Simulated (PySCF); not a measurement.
Labels have come off several samples. The candidates:

A. `C=C[C@@H]1[SiH2]O[SiH2]OC1=O`
B. `InChI=1S/C10H7Cl/c11-10-6-5-8-3-1-2-4-9(8)7-10/h1-7H`
C. SMILES C(P1C(C)=C1C)C#N
D. SMILES CPc1cccnc1
E. SMILES Cc1cnn(CC(F)(F)F)c1

Spectrum 1. $^{13}$C{$^{1}$H} NMR (computed): δ 173.3 (C), 138.5 (CH), 121.5 (CH2), 51.5 (CH).

Spectrum 2. $^{13}$C{$^{1}$H} NMR (computed): δ 144.3 (CH), 132.9 (C), 132.3 (CH), 125.5 (C), 57.5 (CH2), 11.3 (CH3).

Spectrum 3. $^{13}$C{$^{1}$H} NMR (computed): δ 157.3 (CH), 153.8 (CH), 143.8 (CH), 143.8 (C), 127.8 (CH), 11.0 (CH3).

Spectrum 4. $^{13}$C{$^{1}$H} NMR (computed): δ 130.8 (C), 120.7 (C), 18.9 (CH2), 15.5 (CH3).

Spectrum 5. $^{13}$C{$^{1}$H} NMR (computed): δ 143.6 (C), 137.9 (C), 135.3 (C), 135.2 (CH), 134.0 (CH), 133.3 (CH), 133.1 (CH), 132.9 (CH), 132.7 (CH), 131.7 (CH).

[PySCF 2.14: NMR shieldings at PBE0/pcSseg-1/GIAO; GFN2-xTB geometry; in vacuum; one averaged value for each set of equivalent atoms; single conformer; no relativistic terms]

References, each an isolated molecule treated in the same way: $^{13}$C against TMS. Splittings of carbon signals by F and P are missing where no couplings were computed. Shifts are as computed. Against solution values, carbons near 30 ppm lie about +3 ppm off and those near 130 ppm about +5 ppm; carbons on Cl a further +6 ppm. Of 1211 compounds with measured shifts, 218 miss one by over three times the rms of a fit or turn the order of signals round; such compounds aren't used in these exercises. Carbons bonded to Cl come out too deshielded.

Task: Which spectrum belongs to which compound?

Result: 1–A, 2–E, 3–D, 4–C, 5–B.

- Spectrum 1 (A): 4 $^{13}$C signals; δC 138.5 is an alkene CH; δC 121.5 is a terminal =CH2 carbon.
- Spectrum 2 (E): 6 $^{13}$C signals; δC 144.3 is an aromatic CH next to a ring nitrogen; δC 132.9 is a CF3 carbon.
- Spectrum 3 (D): 6 $^{13}$C signals; δC 157.3 is an aromatic CH next to a ring nitrogen; δC 153.8 is an aromatic CH next to a ring nitrogen.
- Spectrum 4 (C): 4 $^{13}$C signals; δC 130.8 is a fully substituted alkene carbon; δC 120.7 is a nitrile carbon.
- Spectrum 5 (B): 10 $^{13}$C signals; δC 135.2 is an aromatic CH; δC 134.0 is an aromatic CH.
